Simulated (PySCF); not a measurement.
Input for PySCF: R-B3LYP/6-31G* on H2 (SMILES [H][H]) with ghost functions.

```python
from pyscf import gto, scf, dft, mp
from pyscf.data.elements import chemcore

mol = gto.M(
    atom='''
    H    -0.34819692   -0.23171982   -0.37029810
    H    -0.25523136   -0.43205205    0.34241316
    ghost-C    0.47785392   -0.27660333    5.14180017
    ghost-C    0.28825424    0.02247112    3.67150134
    ghost-C    0.35028577    1.47823129    3.26712781
    ghost-O    0.09688174   -0.85735026    2.86396154
    ghost-H    1.46926033    0.05265599    5.46380681
    ghost-H   -0.24951239    0.27830614    5.73943911
    ghost-H    0.36990721   -1.34316267    5.32349870
    ghost-H    0.25221105    1.57434641    2.18873937
    ghost-H   -0.45184249    2.03451982    3.75927385
    ghost-H    1.29207402    1.92416623    3.59617624
    ''',
    basis='6-31g*',
    cart=True,
    charge=0, spin=0, verbose=3, max_memory=1800)
mf = dft.RKS(mol, xc='b3lyp')
mf.conv_tol = 1e-8
mf.max_cycle = 100
mf.kernel()
if not mf.converged:
    mf = mf.newton().run(mf.mo_coeff, mf.mo_occ)
```

Task: Predict the final total energy.

Result: -1.1756 hartree.
